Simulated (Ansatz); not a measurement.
Other settings, tried on (ClGaNH)4 cubane (Ga4N4Cl4H4).

```yaml
crystal:
  periodic: [false, false, false]
  atoms:
    - {symbol: Ga, position_ang: [-1.153018, 1.252211, -0.388423]}
    - {symbol: Cl, position_ang: [-2.577010, 2.798669, -0.868550]}
    - {symbol: N, position_ang: [0.789124, 1.513787, -0.020349]}
    - {symbol: Ga, position_ang: [1.265388, -0.019426, -1.202864]}
    - {symbol: Cl, position_ang: [2.828425, -0.043613, -2.688170]}
    - {symbol: N, position_ang: [-0.679169, -0.308430, -1.535671]}
    - {symbol: Ga, position_ang: [-0.807016, -1.548140, 0.020813]}
    - {symbol: Cl, position_ang: [-1.803891, -3.460049, 0.046507]}
    - {symbol: N, position_ang: [-1.237347, 0.019016, 1.176086]}
    - {symbol: Ga, position_ang: [0.694708, 0.315319, 1.570489]}
    - {symbol: Cl, position_ang: [1.552135, 0.705201, 3.510238]}
    - {symbol: N, position_ang: [1.127475, -1.224441, 0.379980]}
    - {symbol: H, position_ang: [1.263304, 2.423370, -0.032570]}
    - {symbol: H, position_ang: [-1.087320, -0.493670, -2.458404]}
    - {symbol: H, position_ang: [-1.980788, 0.030353, 1.882842]}
    - {symbol: H, position_ang: [1.805009, -1.960160, 0.608026]}
basis:
  gaussian: {orbitals: cc-pVTZ, fitting: {mean_field: def2-universal-jkfit}}
hamiltonian: {xc: {name: r2SCANh}}
scf: {lower_state_search: full}
```

```sh
$ ansatz run in.yaml --threads 2 --pin off --events-out ev --progress --plain --max-ram 32768MiB --backend cuda --devices 0, --max-vram 18GiB
```

Output, abridged:

```
Functional definition: r2SCANh
1956 factors; integrals over basis functions are off by at most 8.3e-1 eV
mean field evaluation 1: about -265612.2787 eV, gradient 1.3e2 eV
mean field evaluation 2: about -265612.2643 eV, gradient 1.3e2 eV
mean field evaluation 4: about -265637.5550 eV, gradient 3.7e1 eV
mean field evaluation 8: about -265641.0477 eV, gradient 7.7e-2 eV
mean field evaluation 16: about -265641.0540 eV, gradient 6.0e-5 eV
mean field -265641.05396916 eV, -9762.1286753933 hartree, gradient 5.9e-5 eV, S^2 0.000000; 0 other end points of the search recorded, 0 dependent functions left out
reference -265641.05398638 eV, -9762.1286760262 hartree; 112, 112 occupied and 372, 372 virtual orbitals, 1956 factors
Total energy: -265641.05398638 eV, -9762.1286760262 hartree
```

It took 9 s on 2 threads of AMD EPYC 7R13 on a shared host and a share (18 GiB) of an NVIDIA H100 80GB HBM3, peak host memory 1 GiB.
